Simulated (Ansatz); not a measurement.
Relaxation of CH5BClFSi (10 atoms, charge 0, multiplicity 1), to a largest force component of 0.015 eV/Å in at most 40 steps.

All numbers below come from RKS PBE0/def2-SVP in Ansatz 0.2.0.

```xyz
10
Properties=species:S:1:pos:R:3:forces:R:3
B -0.152 0.592 1.698 -1.83 1.59 0.08
Si -0.553 0.430 -0.213 0.29 0.45 0.42
C 0.619 -0.794 -0.958 2.24 -0.29 0.12
F 0.557 -2.014 -0.339 -0.39 0.04 -0.12
Cl 0.350 -0.960 -2.706 0.15 -0.11 -0.10
H -0.859 1.392 2.329 0.49 -0.51 -0.13
H 0.695 0.023 2.200 1.41 -0.89 1.04
H -1.886 -0.030 -0.415 -1.41 -0.43 -0.25
H -0.380 1.751 -0.836 0.13 0.40 -0.34
H 1.692 -0.440 -0.756 -1.08 -0.25 -0.72
```

**Question.** Where does it end, and by what steps?

**Answer.** It converged. After 11 steps the energy has fallen by 0.304 eV; H6 moved furthest, 0.27 Å.

```json
{"step": "0", "energy less start (eV)": "0.0000", "largest force component (eV/Å)": "2.235", "accepted": "yes"}
{"step": "1", "energy less start (eV)": "-0.2686", "largest force component (eV/Å)": "0.955", "accepted": "yes"}
{"step": "2", "energy less start (eV)": "-0.2982", "largest force component (eV/Å)": "0.128", "accepted": "yes"}
{"step": "3", "energy less start (eV)": "-0.2996", "largest force component (eV/Å)": "0.170", "accepted": "yes"}
{"step": "4", "energy less start (eV)": "-0.3009", "largest force component (eV/Å)": "0.070", "accepted": "yes"}
{"step": "5", "energy less start (eV)": "-0.3016", "largest force component (eV/Å)": "0.073", "accepted": "yes"}
{"step": "6", "energy less start (eV)": "-0.3030", "largest force component (eV/Å)": "0.022", "accepted": "yes"}
{"step": "7", "energy less start (eV)": "-0.3033", "largest force component (eV/Å)": "0.024", "accepted": "yes"}
{"step": "8", "energy less start (eV)": "-0.3034", "largest force component (eV/Å)": "0.026", "accepted": "yes"}
{"step": "9", "energy less start (eV)": "-0.3035", "largest force component (eV/Å)": "0.029", "accepted": "yes"}
{"step": "10", "energy less start (eV)": "-0.3035", "largest force component (eV/Å)": "0.023", "accepted": "yes"}
{"step": "11", "energy less start (eV)": "-0.3036", "largest force component (eV/Å)": "0.014", "accepted": "yes"}
```

```xyz
10
Properties=species:S:1:pos:R:3
B -0.210 0.640 1.785
Si -0.524 0.455 -0.196
C 0.668 -0.820 -0.993
F 0.552 -2.014 -0.343
Cl 0.283 -1.040 -2.726
H -1.015 1.225 2.471
H 0.784 0.217 2.327
H -1.917 0.019 -0.514
H -0.263 1.779 -0.849
H 1.726 -0.513 -0.959
```

The run took 31 s on 2 threads of Arm Neoverse V2, with other jobs on the host, peak memory 0.22 GiB.
